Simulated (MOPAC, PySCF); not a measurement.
CHBO, SMILES `O=C=B`, neutral singlet in the gas phase. 

Cartesian coordinates (Å):
```xyz
4

B     -0.7764    -0.0481    -0.0843
C      0.6507    -0.2329    -0.0754
O      1.7549    -0.5624    -0.2442
H     -1.6292     0.5870     0.4039
```
Charge 0, spin multiplicity 1.

All levels are single points at this geometry (B3LYP-D3(BJ)/def2-TZVP); Pople sets use spherical d functions. Orbital energies aren't observables, and empty levels follow the basis.

SVWN5/6-31G* in PySCF gives HOMO (eV) = -4.48.

Estimate the HOMO (eV) from each of these levels: TPSSh-D3(BJ)/def2-TZVP in PySCF; M06-2X/6-31G* in PySCF; PBE/6-31G* in PySCF; HF/3-21G in PySCF; HF/6-31G* in PySCF; AM1 in MOPAC; PM6 in MOPAC; PM7 in MOPAC.


```
level                            HOMO (eV)
-------------------------------  ---------
TPSSh-D3(BJ)/def2-TZVP in PySCF      -5.48
M06-2X/6-31G* in PySCF               -6.81
PBE/6-31G* in PySCF                  -4.59
HF/3-21G in PySCF                    -8.24
HF/6-31G* in PySCF                   -8.29
AM1 in MOPAC                         -7.90
PM6 in MOPAC                         -7.84
PM7 in MOPAC                         -9.52
```
